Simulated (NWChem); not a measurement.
Molecule: C2Cl3, doublet; SMILES ClC(=[C]Cl)Cl

In the optimisation the excess spin sits in a' (Cs, its own frame).

Question: Give the equilibrium geometry at PBE-D3(BJ)/def2-SVP, spin-unrestricted (NWChem) as an XYZ file, with the point group.

Answer: point group Cs; any orientation.
```
5

Cl    -0.2576    -2.3695     0.0000
C     -0.7311    -0.7737     0.0000
C     -0.1258     0.4124     0.0000
Cl     1.6130     0.5960     0.0000
Cl    -1.0426     1.8839     0.0000
```
